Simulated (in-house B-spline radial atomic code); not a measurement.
## RPA and G0W0 on SCAN: the argon ion Ar⁶⁺

Configuration [Ne] 3s2, mean-field start SCAN. Computed with an all-electron radial atomic-structure program (B-spline basis): all electrons, non-relativistic, point nucleus, each spin shell either full or empty, empty states to l = 9 with an (l + 1/2)⁻⁴ tail; G0W0 by contour deformation at full frequency.

Command:
```bash
python run_gw.py task.json out
```
Settings (radii: box in bohr, nucleus in fm):
```
Z                        18
electrons                12
configuration            [Ne] 3s2
hamiltonian              nr
method                   scan,scan
lmax                     9
spin_polarised           False
box_radius               9.29
intervals                47
ion_configuration        [Ne] 3s1
```

Cost of the run: 2.6 s on 1 thread of Arm Neoverse N1 (shared host).

Energies (hartree):

| term | value |
| --- | --- |
| mean-field total | -516.20210 |
| Hartree-Fock functional on these orbitals | -515.67659 |
| direct second order | -0.86704 |
| second-order exchange | 0.31929 |
| SOSEX correction | 0.28381 |

(1) What is the RPA correlation energy, and what remains with SOSEX?

Quasi-particle levels (eV):

| level | occupied | mean field | Σx - vxc | Σc | QP weight | G0W0 |
| --- | --- | --- | --- | --- | --- | --- |
| 3s | yes | -115.98 | -6.06 | ? | ? | ? |
| 2p | yes | -346.70 | -26.26 | 4.19 | 0.949 | -368.77 |
| 3p | no | -98.62 | 9.01 | -2.08 | 0.950 | -91.69 |

G0W0 = mean field + (Σx - vxc) + Σc, with Σc (partial-wave tail included) taken at the quasi-particle energy. Levels of low weight are left out.

(2) Where does G0W0 put 3s?

(3) What does it cost to remove one electron (to [Ne] 3s1) by differences of total energies, each species on its own start (correlation terms add to the Hartree-Fock functional)?

## Answers

(1) RPA gives -0.76429 hartree (-1.73 eV per electron); RPA + SOSEX gives -0.48049, and the second-order doubles -0.54775 hartree (no singles). RPA lacks exchange-type terms and so overcorrelates at short range.

(2) At -124.55 eV, with Σc = -2.51 eV and a quasi-particle weight of 0.960. The tabulated removal energy is 124.41 ± 0.06 eV (NIST, semi-empirical); the calculation leaves out relativity, Breit and QED terms, and what these don't explain is the method's own error.

(3) SCAN 122.91 eV, Hartree-Fock functional 121.84 eV, + RPA 124.51 eV, + RPA + SOSEX 123.80 eV, + second order 124.61 eV. Tabulated: 124.41 ± 0.06 eV (NIST, semi-empirical); the calculation leaves out relativity, Breit and QED terms, and what these don't explain is the method's own error.
